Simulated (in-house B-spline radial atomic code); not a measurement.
A fraction x of an electron is moved 3d → 4f in Zr3+, starting from [Kr] 4d1 and keeping the highest spin. Computed with an all-electron radial atomic-structure program (B-spline basis): scalar-relativistic (X2C) wB97X, spin-polarised, spherical fractional occupations, Fermi nucleus of rms radius 4.2694 fm.

Caution: exact exchange at fractional occupations of open shells leaves self-interaction of up to several eV.

| x | E(x) - E(0) (eV) | 3d down level (eV) | 4f up level (eV) |
| --- | --- | --- | --- |
| 0 | 0.0000 | -210.594 | - |
| 0.125 | 25.5131 | -213.702 | -8.138 |
| 0.25 | ? | ? | ? |
| 0.375 | 77.6045 | -219.849 | -8.722 |
| 0.5 | ? | ? | ? |
| 0.625 | 131.0622 | -225.854 | -9.344 |
| 0.75 | 158.2915 | -228.805 | -9.651 |
| 0.875 | 185.8495 | -231.722 | -9.953 |
| 1 | 213.7326 | -234.608 | -10.251 |

Q: What belongs in the row x = 0.25?

A: An energy change of 51.3851 eV; 3d down at -216.792 eV, 4f up at -8.417 eV.

Q: What belongs in the row x = 0.5?

A: An energy change of 104.1651 eV; 3d down at -222.870 eV, 4f up at -9.033 eV.

Q: Check Janak's theorem between x = 0.625 and 0.75.

A: The slope of the energy is 217.83 eV; the orbital levels give 217.83 eV (ε of the receiving orbital less ε of the emptying one, averaged over the two points).
